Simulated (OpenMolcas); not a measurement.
**Hg: effect of the active space**

| Quantity | Value |
| --- | --- |
| Program | OpenMolcas |
| Method | SS-CASPT2 or its RAS form, IPEA 0.25 Eh, imaginary shift 0.1 Eh |
| Basis | ANO-RCC-VTZP |
| Scalar Hamiltonian | DKH2, point nucleus |
| Spin-orbit coupling | state interaction with AMFI integrals over the reference wave functions, term energies averaged over their components |

A. 2 electrons in 4 orbitals (6s 6p); 2S+1 = 3 even, 3 roots (0 in the spin-orbit step); 2S+1 = 1 even, 1 root; 2S+1 = 3 odd, 3 roots; 2S+1 = 1 odd, 3 roots; closed shells correlated: 5d; CASPT2 step about 2.1 core-seconds
B. 2 electrons in 8 orbitals (6s 6p 7s 7p); 2S+1 = 3 even, 3 roots (0 in the spin-orbit step); 2S+1 = 1 even, 1 root; 2S+1 = 3 odd, 3 roots; 2S+1 = 1 odd, 3 roots; closed shells correlated: 5d; CASPT2 step about 3 core-seconds
C. 2 electrons in 9 orbitals (RAS2 6s 6p; RAS3 6d, at most 2 electrons); 2S+1 = 3 even, 3 roots (0 in the spin-orbit step); 2S+1 = 1 even, 1 root; 2S+1 = 3 odd, 3 roots; 2S+1 = 1 odd, 3 roots; closed shells correlated: 5d; CASPT2 step roughly 4 core-seconds

Energies in cm-1 above 6s2 1S0, the measured ground level; measured values from NIST Handbook of Basic Atomic Spectroscopic Data.

| Level | A | B | C | Measured |
| --- | --- | --- | --- | --- |
| 6s2 1S0 | 0.0 | 0.0 | 0.0 | 0.0 |
| 6s 6p 3P* 0 | 37922 | 37807 | 37822 | 37645 |
| 6s 6p 3P* 1 | 39486 | 39357 | 39371 | 39412 |
| 6s 6p 3P* 2 | 43205 | 43074 | 43166 | 44043 |
| 6s 6p 1P* 1 | 54377 | 54033 | 53711 | 54069 |

Deviations, from unrounded energies. A percentage is the sum of absolute deviations over the sum of measured energies, with the sign that they share, or ± where signs differ.

| Against measurement | Levels | A | B | C |
| --- | --- | --- | --- | --- |
| mean absolute deviation (cm-1) | 4 | 370 | 310 | 360 |
| other configurations (%) | 4 | ±0.9 | ±0.7 | ±0.8 |

B lies closest to measurement on these levels and A furthest from it. The largest miss of B in the table is 6s 6p 3P* 2, by -970 cm-1. The ranking rests on the paired levels alone, and a cruder setting can come out closer through cancelling errors.

Among A to C the level of the table that moves most is 6s 6p 1P* 1, by 670 cm-1 (lowest in C, highest in A).

Some high roots are left out of the spin-orbit mixing, which shifts the levels that they would mix with. Spin-orbit splittings of 6p shells tend to come out small when the coupling is added on scalar orbitals. Active for correlation alone: 7p 7s; no level in the range computed is led by a configuration that fills them, so any true level of that kind is missing (holds for B). Active for correlation alone: 6d; no level in the range computed is led by a configuration that fills it, so any true level of that kind is missing (holds for C). Measured partners are found by configuration, term and J. A level has none where our copy of the source lacks it or the pairing is in doubt (some pairs that miss far off the trend of their configuration count as doubtful), and it then counts in no deviation. Levels of configurations outside the active space are missing.

* marks odd parity.
